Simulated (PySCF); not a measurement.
Isomers of C7H10GeS, from PySCF 2.14.0, PBE0-D3(BJ)/def2-SVP geometry optimisation, gas phase. One conformer each, no zero-point energy, no frequencies.

**Question.** Which is lower in electronic energy at this level?
A. `[CH3:1][S:2][GeH2:3][c:4]1[cH:5][cH:6][cH:7][cH:8][cH:9]1` with C1–S2–Ge3–C4 -59°, S2–Ge3–C4–C5 149°: A = 1900, B = 615.1, C = 523.6 MHz, dipole 2.06 D
B. `[cH:1]1[cH:2][s:3][c:4]([GeH:5]2[CH2:6][CH2:7][CH2:8]2)[cH:9]1` with S3–C4–Ge5–C6 48°, C4–Ge5–C6–C7 -130°, Ge5–C6–C7–C8 19°, C6–C7–C8–Ge5 -19°, C4–Ge5–C8–C7 130°: A = 2611, B = 627.6, C = 560.6 MHz, dipole 0.44 D

**Answer.** A. That is `C[S][GeH2][c]1ccccc1`, 30.0 kcal/mol below the other.

| SMILES | mapped SMILES | E (Eh) | relative (kcal/mol) | relative (kJ/mol) | dipole (D) |
| --- | --- | --- | --- | --- | --- |
| C[S][GeH2][c]1ccccc1 | [CH3:1][S:2][GeH2:3][c:4]1[cH:5][cH:6][cH:7][cH:8][cH:9]1 | -2746.69056 | 0.0 | 0.0 | 2.06 |
| c1cs[c]([GeH]2[CH2]C[CH2]2)c1 | [cH:1]1[cH:2][s:3][c:4]([GeH:5]2[CH2:6][CH2:7][CH2:8]2)[cH:9]1 | -2746.64278 | 30.0 | 125.4 | 0.44 |

As drawn, the higher has a four-membered ring, which the lower lacks.
